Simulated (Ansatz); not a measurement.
Energy needed to pull apart CH₄SSe (SMILES C[Se]S), singlet, into free ground-state atoms, from the structure below (displaced at random from a GFN2-xTB minimum); no zero-point or spin–orbit terms; open-shell atoms are treated unrestricted, in their ground-state multiplicity.

C1  (-0.884, 0.488, -0.280)
Se2  (0.505, 0.508, 1.139)
S3  (2.054, -0.618, 0.106)
H4  (-1.185, -0.548, -0.476)
H5  (-0.497, 0.929, -1.172)
H6  (-1.721, 1.056, 0.080)
H7  (1.726, -1.829, 0.588)
(Å)

Ansatz 0.2.0; basis: def2-TZVPP; cores frozen in the correlated methods. Filled d shells of the heavier atoms are correlated. The def2 sets are not built for correlating such inner shells, so the correlated values are less sure here. B3LYP uses VWN-RPA correlation.

| method | atomization energy (eV) |
| --- | --- |
| PBE-D4 | 23.23 |
| revPBE-D4 | 22.70 |
| r2SCAN-D4 | 22.83 |
| PBE0-D4 | 22.79 |
| B3LYP-D4 | ? |
| wB97M-V | 22.76 |
| HF | ? |
| MP2 | 22.24 |
| CCSD | 21.69 |
| CCSD(T) | 22.09 |

Q: What does B3LYP-D4 give? (Judge from chemistry; the value comes from the calculation.)

A: The calculation gives: 22.71 eV, which is about 0.62 eV more than CCSD(T)/def2-TZVPP.

Q: What does HF give? (To be estimated.)

A: By the calculation: 15.88 eV, which is about 6.21 eV less than CCSD(T)/def2-TZVPP.

In triple zeta the MP2 and coupled-cluster atomization energies are still short of their basis limit by a few kcal/mol a bond, whereas those of the functionals are nearly converged, so these differences are not deviations from converged CCSD(T).

No T1 diagnostic of these runs exceeds 0.010.

For scale, one of the runs: CCSD(T)/def2-TZVPP forces, 177 basis functions (an equivalent command: `ansatz run in.yaml --threads 4`). The run took 2.8 min on 4 CPU threads (shared host), with 2.9 GiB of host memory at its peak.
